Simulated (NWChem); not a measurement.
System: PbS, singlet; SMILES [S]=[Pb]

Results from NWChem. Low-valent species are run as closed-shell singlets; no triplet was tried in these runs. Coordinates come from a PBE0/def2-SVP optimisation. def2 effective core potentials on Pb; no spin-orbit coupling. Static field.

| level | basis functions | isotropic polarisability (bohr³) | anisotropy (bohr³) | relative time |
|---|---|---|---|---|
| CAM-B3LYP/def2-SVP | 44 | 48.1 | 47.5 | 1 |
| CAM-B3LYP/def2-SVPD | 59 | 66.7 | 45.5 | 2 |
| CAM-B3LYP/def2-TZVP | 87 | 56.8 | 51.5 | 9 |
| CAM-B3LYP/def2-TZVPD | 102 | 67.5 | 46.5 | 20 |

Times are rough ratios from one shared machine.
